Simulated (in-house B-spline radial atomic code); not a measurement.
A calculation on the iodine ion I⁺ (an excited or competing configuration): its settings, and results tabulated from the run. Computed with a radial B-spline atomic code at the basis-set limit: Dirac-Hartree-Fock, average of configuration, Fermi nucleus of rms radius 4.75 fm.

Command:
```bash
python run_scf.py task.json out
```
Settings (nuclear radius in fm, mass in u):
```
Z                53
configuration    [Kr] 4d9 4f2 5s2 5p3
hamiltonian      dirac
method           hf
spin_polarised   False
nucleus          fermi
rms_radius       4.75
atomic_mass      126.90447
speed_of_light   137.035999084
```

Output (hartree, bohr):
```
 radial grid: 81 intervals, B-splines of order 8, outer radius 60 bohr

 iter        energy (Eh)    residual
    1       -7106.956628    5.97e-01
    2       -7108.632164    2.85e-01
    3       -7112.159981    2.11e-02
    4       -7112.250466    2.01e-02
    5       -7112.265095    8.92e-03
    6       -7112.270288    4.29e-03
    7       -7112.271188    7.01e-04
    8       -7112.271205    2.72e-04
    9       -7112.271208    1.20e-04
   10       -7112.271210    4.73e-06
   11       -7112.271210    6.78e-07
   12       -7112.271210    3.01e-08

 total energy                     -7112.27121
 kinetic                            7539.0152
 electron-nucleus                 -17236.0955
 electron-electron                  2584.8090

 first-order corrections (not in the total)
   Gaunt                             6.0341
   retardation                      -0.6217
   frequency dependence             -0.0585
   self-energy                       4.1080
   Uehling                          -0.5608
   Wichmann-Kroll                    0.0128
   recoil                            0.0207

 orbital      occ     eigenvalue          <r>       <r^2>       <1/r>       r_max    small
 1s1/2      2.000     -1227.1552    0.0272178  0.00100436     56.8356     0.01754  3.81e-02
 2s1/2      2.000      -194.1971     0.116592   0.0160959     13.2864     0.09913  8.18e-03
 2p1/2      2.000      -181.7552    0.0985644    0.011955     13.2294     0.07622  8.16e-03
 2p3/2      4.000      -170.7339     0.104202   0.0132335     12.2087     0.08098  7.75e-03
 3s1/2      2.000       -41.6666     0.312129    0.111466     4.75642      0.2849  2.44e-03
 3p1/2      2.000       -36.4833     0.302907    0.106598     4.65608      0.2719  2.37e-03
 3p3/2      4.000       -34.3517     0.314088    0.114418     4.40795      0.2824  2.26e-03
 3d3/2      4.000       -25.3313     0.285757   0.0966301     4.24575        0.23  2.13e-03
 3d5/2      6.000       -24.8896     0.289333    0.098921     4.18157       0.233  2.10e-03
 4s1/2      2.000        -8.8064     0.736316    0.611041     1.89514      0.6787  6.80e-04
 4p1/2      2.000        -6.8906     0.769213     0.67249     1.78457      0.6973  6.19e-04
 4p3/2      4.000        -6.4656     0.794559      0.7174     1.71013      0.7199  5.89e-04
 4d3/2      3.600        -3.3629     0.891827     0.92389     1.47869      0.7674  4.61e-04
 4d5/2      5.400        -3.2939     0.902161    0.945251     1.45862      0.7758  4.52e-04
 4f5/2      0.857        -0.1568      5.75492     40.3493    0.239247       5.057  1.72e-05
 4f7/2      1.143        -0.1570      5.74247     40.1856    0.239674       5.042  1.72e-05
 5s1/2      2.000        -1.5948      1.82428     3.72701    0.712333       1.638  1.32e-04
 5p1/2      1.000        -1.1342      2.04803     4.71746    0.629573       1.816  1.07e-04
 5p3/2      2.000        -1.0773      2.11383      5.0227    0.606795       1.875  1.01e-04
```

Cost of the run: 2 s on 1 thread of Arm Neoverse V2, with other jobs on the host.

For the Dirac Hamiltonian the kinetic term is c α·p + (β - 1)c².
